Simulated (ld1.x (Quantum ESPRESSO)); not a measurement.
**Reading a pseudo-wave (Ne)**

Columns: radius, all-electron u(r) and pseudo u(r) of the 2p shell (level -13.33 eV) of neon in the configuration [He] 2s2 2p6; PBE, scalar-relativistic, ultrasoft scheme, ld1.x (Quantum ESPRESSO) 7.5.

```
r (bohr)  all-electron  pseudo
   0.040        0.0380  0.0126
   0.080        0.1253  0.0497
   0.120        0.2348  0.1090
   0.160        0.3500  0.1867
   0.200        0.4613  0.2783
   0.240        0.5634  0.3783
   0.280        0.6535  0.4814
   0.320        0.7308  0.5820
   0.360        0.7955  0.6756
   0.400        0.8481  0.7583
   0.440        0.8892  0.8274
   0.480        0.9200  0.8817
   0.520        0.9414  0.9210
   0.560        0.9547  0.9462
   0.600        0.9610  0.9591
   0.640        0.9613  0.9622
   0.680        0.9566  0.9578
   0.720        0.9477  0.9483
   0.760        0.9354  0.9355
   0.800        0.9202  0.9202
   0.840        0.9028  0.9028
   0.880        0.8836  0.8836
   0.920        0.8631  0.8631
   0.960        0.8416  0.8416
   1.000        0.8193  0.8193
   1.040        0.7965  0.7965
```

**Question.** How many radial nodes do the two functions have?

**Answer.** The all-electron 2p function has n − l − 1 = 0; the pseudo-wave has 0.

**Question.** At about which radius was the pseudo-wave matched?

**Answer.** 0.80 bohr, where the columns begin to agree (steps of 0.04 bohr).

**Question.** Where does each function peak?

**Answer.** Outermost all-electron maximum near 0.64 bohr, pseudo maximum near 0.64 bohr (to the table’s step).

**Question.** Is the pseudo-wave norm-conserving?

**Answer.** No, it belongs to an ultrasoft set: the norm inside the radius is not constrained, and the difference is carried by the augmentation charge.
